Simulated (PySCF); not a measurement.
CBr from Hartree–Fock to correlated methods

State: ²Π (doublet), unpaired electrons π ↑. Set-up: PySCF, no relativity, basis sets C pcseg-1, Br pcseg-1. De refers to C + Br in their high-spin ground configurations, without counterpoise correction. The functionals are run spin-unrestricted. A positive dipole means C(−)Br(+).

```csv
Level,Re (Å),ωe (cm⁻¹),De (eV),μ (D),"CPU s a point (SCF and correlation, without the integrals)"
UHF,1.855,695,1.48,0.72,0.065
UHF-MP2,1.839,720,3.00,n/a,0.11
UHF-SCS-MP2,1.847,705,2.87,n/a,n/a
UHF-CCSD,1.855,697,2.83,n/a,n/a
UHF-CCSD(T),1.859,689,3.00,n/a,2.2
LDA,1.827,731,4.61,1.71,0.29
PBE,1.853,698,3.98,1.53,0.74
PBEsol,1.841,715,4.25,1.57,0.38
r²SCAN,1.847,704,3.61,1.36,0.71
TPSSh,1.852,695,3.59,1.30,0.79
PBE0,1.834,726,3.56,1.38,0.71
```

Which functional lies closest to UHF-CCSD(T) in De, which farthest, and by how much do they differ from it?

Closest is PBE0 (-2.5 pm in Re, +5.4 % in ωe, +0.56 eV in De against UHF-CCSD(T) in the same basis), farthest LDA (-3.2 pm in Re, +6.1 % in ωe, +1.61 eV in De). CCSD(T) converges more slowly with the basis than the functionals do and binds too weakly in this one, so the order can change at the basis-set limit.

What does a quarter of exact exchange do here, going from PBE to PBE0?

PBE0 less PBE: -1.9 pm in Re, +4.0 % in ωe, -0.42 eV in De. Exact exchange removes part of the self-interaction that spreads semilocal densities, and in most molecules shortens and stiffens the bond and lowers De; so it does here.

What does the step from GGA to meta-GGA do here, going from PBE to r²SCAN?

r²SCAN less PBE: -0.6 pm in Re, +0.9 % in ωe, -0.37 eV in De. 

Correlated steps freeze 10 core orbitals. Correlated levels converge slowly with the basis: in double zeta they bind strong bonds too weakly, by up to about 1 eV, and carry superposition errors of some tenths. Spin–orbit coupling is left out. The state is the lowest determinant that a PBE0 search found; another state may lie lower at other levels.

The whole job (state search and all levels along the bond) took about 1.2 min on 1 thread of Arm Neoverse V2 (shared host), peak memory 0.44 GiB.
